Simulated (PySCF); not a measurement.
## Dipole moment and polarisability of `C=CC(=C)C(Cl)(Cl)Cl`

Compound: C5H5Cl3.
Cartesian coordinates in Å at the GFN2-xTB level; atoms count from 1:
```
atom  x, y, z in Å
C1     1.8431   -0.8266    0.1606
C2     1.1437    0.2957    0.0483
C3    -0.3050    0.4623   -0.0483
C4    -0.8278    1.6848   -0.1535
C5    -1.1719   -0.7638   -0.0255
Cl6   -2.9098   -0.4181   -0.1533
Cl7   -0.9377   -1.6557    1.5049
Cl8   -0.7605   -1.8353   -1.3948
H9     1.4036   -1.8066    0.1964
H10    2.9174   -0.7910    0.2220
H11    1.6731    1.2390    0.0200
H12   -0.1885    2.5500   -0.1671
H13   -1.8840    1.8658   -0.2275
```

Level: PBE0/def2-SVPD (PySCF), static field, nuclei fixed, core orbitals frozen in the response. The polarisability tensor in these axes (au):

```
x   111.36 -12.98   2.42
y   -12.98 110.22  -2.36
z     2.42  -2.36  84.75
```

Give the principal values, the mean and the anisotropy Δα = √{½[(α1 − α2)² + (α2 − α3)² + (α1 − α3)²]}.

Principal values 84.45, 97.80 and 124.08 au; mean 102.11 au = 15.13 Å³ = 16.84 × 10⁻⁴⁰ C²·m²/J; Δα = 34.92 au (34 % of the mean).

What is the dipole moment, and where does it point?

(1.19, 1.65, -0.03) D, 2.03 D in size, pointing from the negative to the positive side. Measured along this direction, the outermost atoms are Cl6 at the negative end and H11 and H12 at the positive end.

Give the principal axes and the span of the nuclei along them.

Largest value along (0.72, -0.69, 0.09), where the nuclei span 5.32 Å; middle along (0.69, 0.72, 0.00), 4.37 Å; least along (-0.06, 0.06, 1.00), 2.91 Å. The response follows the extents in order.

Molar refractivity from α?

Lorentz–Lorenz: R = (4π/3)N_A α = 2.5225 cm³/(mol·Å³) × 15.13 Å³ = 38.2 cm³/mol, in the limit of long wavelengths.

Orientational against electronic polarisability at 273 K (dilute gas, rigid molecules)?

In Gaussian units μ²/3kT = 36.43 Å³ against 15.13 Å³, a ratio of 2.41; the Debye molar polarisation (4π/3)N_A(α + μ²/3kT) is 130.1 cm³/mol, leaving out the vibrational part.

Find the Langevin capture rate constant for NO+ (29.998 u) meeting this molecule (169.946 u), k = 2.342 × 10⁻⁹ cm³/s × √(α in Å³ / reduced mass in u).

The reduced mass is 25.50 u, so k = 1.80 × 10⁻⁹ cm³/s. The formula leaves out the permanent dipole, which adds to the capture rate.

Isolated species at its GFN2-xTB geometry (one conformer only).

The run behind these numbers computed excited states as well. On Intel Xeon at 2.50 GHz, one thread, shared host with 64 logical CPUs at a one-minute load of 63, this took 1.7 min and 0.88 GiB of memory at its peak.
